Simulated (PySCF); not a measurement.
One of the candidates below gave these computed data.

All candidates are C5H4FNO.

- Couplings: largest of the computed one-bond spin–spin couplings (means over like bonds): 19F–13C -324.0, 13C–1H +188.7, 13C–1H +183.9, 13C–1H +174.9, 13C–1H +172.5, 13C–13C +95.0, 13C–13C +83.9, 13C–13C +80.9 Hz [B3LYP/pcJ-1, spin–dipole term left out for some pairs]
- 13C NMR: chemical shifts (computed TMS as zero) by class: 145.7 (1 C), 126.3 (1 C), 120.0 (1 C), 93.1 (1 C), 51.7 (1 C) ppm [GIAO PBE0/pcSseg-1]
- NMR, other nuclei: isotropic shieldings of nuclei other than C and H, by class: -55 (1 N), 258 (1 O), 348 (1 F) ppm [GIAO PBE0/pcSseg-1]
- Polarisability: 64.9 au [CAM-B3LYP/def2-SVPD]
- Rotational structure: rotational constants A, B, C: 3.258, 1.959, 1.329 GHz [GFN2-xTB]
- Dipole: 2.95 D [CAM-B3LYP/def2-SVPD]
- Triplet: lowest triplet excitation (Tamm–Dancoff): 3.72 eV [TDA CAM-B3LYP/def2-SVPD]
- 1H NMR: chemical shifts (computed TMS as zero) by class: 6.98 (1 H), 6.79 (1 H), 3.20 (1 H), 3.04 (1 H) ppm [GIAO PBE0/pcSseg-1]
- UV, first state: lowest singlet excitation: 6.31 eV (197 nm, f = 0.317) [TDDFT CAM-B3LYP/def2-SVPD]

Electronic properties: PySCF, gas phase, density fitting. Levels stand in brackets. The structure is a single GFN2-xTB conformer in the gas phase; no vibrational or solvent corrections. Each NMR value is the plain mean over a class of atoms that symmetry, rotation or inversion makes alike.

**Question.** Which candidate is it?
A. `[O-][n+]1ccc(F)cc1`
B. `Oc1ccncc1F`
C. `C=Cc1conc1F`
D. `C=C(C#N)[C@@]1(F)CO1`
E. `N#C[C@H](F)OC1C=C1`

**Answer.** D. It is `C=C(C#N)[C@@]1(F)CO1`. Numbering: `[CH2:1]=[C:2]([C:3]#[N:4])[C@@:5]1([F:6])[CH2:7][O:8]1`. Its formula, C5H4FNO, gives 4 degrees of unsaturation: 1 ring and 3 π bonds in the structure found. 5 carbons fall into 5 classes; from least to most shielded: terminal =CH2 carbon [C1] (145.7 ppm), fully substituted alkene carbon [C2] (126.3 ppm), nitrile carbon [C3] (120.0 ppm), sp3 C–F carbon [C5] (93.1 ppm), ring sp3 carbon bound to oxygen [C7] (51.7 ppm). Hydrogen classes from least to most shielded: 1 H on a terminal =CH2 carbon, C1 (6.98 ppm), 1 H on a terminal =CH2 carbon, C1 (6.79 ppm), 1 H on an sp3 carbon bound to oxygen, C7 (3.20 ppm), 1 H on an sp3 carbon bound to oxygen, C7 (3.04 ppm). The other shieldings belong to: -55 ppm, nitrile nitrogen [N4]; 258 ppm, epoxide oxygen [O8]; 348 ppm, alkyl fluorine [F6]. The couplings run between: -324.0 Hz, alkyl fluorine [F6] and sp3 C–F carbon [C5]; +188.7 Hz, sp3 carbon bound to oxygen [C7] and its hydrogen; +183.9 Hz, sp3 carbon bound to oxygen [C7] and its hydrogen; +174.9 Hz, terminal =CH2 carbon [C1] and its hydrogen; +172.5 Hz, terminal =CH2 carbon [C1] and its hydrogen; +95.0 Hz, fully substituted alkene carbon [C2] and nitrile carbon [C3]; +83.9 Hz, fully substituted alkene carbon [C2] and sp3 C–F carbon [C5]; +80.9 Hz, terminal =CH2 carbon [C1] and fully substituted alkene carbon [C2]. S1 is mainly HOMO→LUMO (weight 0.87); the largest Löwdin shares of the orbital it empties are 0.27 on the terminal =CH2 carbon, 0.22 on the fully substituted alkene carbon, 0.14 on the nitrile nitrogen and 0.09 on the nitrile carbon, of the orbital it fills 0.34 on the terminal =CH2 carbon, 0.24 on the fully substituted alkene carbon, 0.13 on the nitrile nitrogen and 0.10 on the nitrile carbon. The optimised geometry has point group C1 and is an asymmetric top.

The others, at the same levels:
- `Oc1ccncc1F` fails: its computed 13C shifts are 158.2 (1 C), 157.9 (1 C), 152.7 (1 C), 143.4 (1 C), 116.9 (1 C) ppm, 1H shifts are 8.76 (1 H), 8.63 (1 H), 7.12 (1 H), 5.51 (1 H) ppm and rotational constant A is 3.409 GHz (against 3.258 GHz).
- `C=Cc1conc1F` fails: its computed 13C shifts are 182.1 (1 C), 165.0 (1 C), 128.5 (1 C), 125.6 (1 C), 116.4 (1 C) ppm, 1H shifts are 8.33 (1 H), 6.72 (1 H), 6.39 (1 H), 5.75 (1 H) ppm and rotational constant A is 3.728 GHz (against 3.258 GHz).
- `[O-][n+]1ccc(F)cc1` fails: it has 3 carbon classes against 5; its computed 13C shifts are 164.8 (1 C), 145.3 (2 C), 120.8 (2 C) ppm, 1H shifts are 8.23 (2 H), 7.12 (2 H) ppm and lowest singlet excitation is 4.25 eV (291 nm, f = 0.028) (against 6.31 eV).
- `N#C[C@H](F)OC1C=C1` fails: its computed 13C shifts are 133.0 (1 C), 125.3 (1 C), 117.6 (1 C), 101.2 (1 C), 53.2 (1 C) ppm, 1H shifts are 7.86 (1 H), 7.68 (1 H), 6.15 (1 H), 4.10 (1 H) ppm and rotational constant A is 5.866 GHz (against 3.258 GHz).

Each candidate is one conformer, not necessarily the lowest. The conformers computed, where there is a choice (atom-mapped SMILES and torsion angles):
- `[CH2:1]=[C:2]([C:3]#[N:4])[C@@:5]1([F:6])[CH2:7][O:8]1`: C1–C2–C5–F6 3°
- `[OH:1][c:2]1[cH:3][cH:4][n:5][cH:6][c:7]1[F:8]`: H–O1–C2–C3 180°
- `[CH2:1]=[CH:2][c:3]1[cH:4][o:5][n:6][c:7]1[F:8]`: C1–C2–C3–C4 180°
- `[N:1]#[C:2][C@H:3]([F:4])[O:5][CH:6]1[CH:7]=[CH:8]1`: C2–C3–O5–C6 -169°, C3–O5–C6–C7 -139°

One-bond C–F couplings are unscaled; at this level they come out some 30 % too large in size.
